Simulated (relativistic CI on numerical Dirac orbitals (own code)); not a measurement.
## Transition arrays of Ag²⁴⁺

Computed by Dirac-Coulomb-Breit CI, KLI orbitals optimised for each configuration, QED by a radiative potential, valence Slater integrals scaled by 0.9, whole transition arrays (own radial code, finite nucleus).

Configurations in the expansion (outside the closed core [Ne] 3s2): 3p6 3d5, 3p6 3d4 4f, 3p5 3d6, 3p6 3d4 4p, 3p6 3d4 5f. Levels of other configurations are missing.

All E1 lines from the levels of 3p6 3d5; mean and standard deviation are weighted by gf, and upper levels are sorted by their leading configuration.

| Upper configuration | Lines | Σgf | Mean (eV) | Mean (nm) | σ (eV) | Strongest line (nm) |
| --- | --- | --- | --- | --- | --- | --- |
| 3p6 3d4 4f | 5470 | 937.5 | 681.98 | 1.818 | 6.92 | 1.802 |
| 3p5 3d6 | 3245 | 229.3 | 209.45 | 5.920 | 18.40 | 5.301 |
| 3p6 3d4 4p | 3245 | 51.0 | 540.59 | 2.294 | 6.61 | 2.284 |
| 3p6 3d4 5f | 5470 | 299.4 | 878.73 | 1.411 | 7.55 | 1.403 |

Σgf per state of the lower configuration in bins of 0.2 nm over the central range (centre: value): 1.3: 0.19, 1.5: 1.00, 1.7: 0.32, 1.9: 3.40, 2.3: 0.20, 5.3: 0.12, 5.5: 0.16, 5.7: 0.17, 5.9: 0.08, 6.1: 0.07, 6.3: 0.06, 6.5: 0.08.

Task: How do configuration mixing and the scaling of the Slater integrals move the arrays?

Result: Slater scale 0.9, no configuration mixing: 3p6 3d4 4f 682.1 ± 7.0 eV (Σgf 938.5), 3p5 3d6 209.8 ± 18.5 eV (Σgf 244.4), 3p6 3d4 4p 540.7 ± 6.6 eV (Σgf 48.8), 3p6 3d4 5f 878.4 ± 7.5 eV (Σgf 239.8); Slater scale 1: 3p6 3d4 4f 683.1 ± 7.5 eV (Σgf 942.6), 3p5 3d6 211.4 ± 19.3 eV (Σgf 229.5), 3p6 3d4 4p 540.7 ± 7.2 eV (Σgf 51.3), 3p6 3d4 5f 879.2 ± 8.2 eV (Σgf 301.4); Slater scale 0.8: 3p6 3d4 4f 680.9 ± 6.4 eV (Σgf 932.4), 3p5 3d6 207.5 ± 17.5 eV (Σgf 228.9), 3p6 3d4 4p 540.5 ± 6.0 eV (Σgf 50.7), 3p6 3d4 5f 878.3 ± 6.9 eV (Σgf 297.4). With mixing, levels are counted to their leading configuration, so an array can shrink or vanish into another, and the sums then hold other lines.
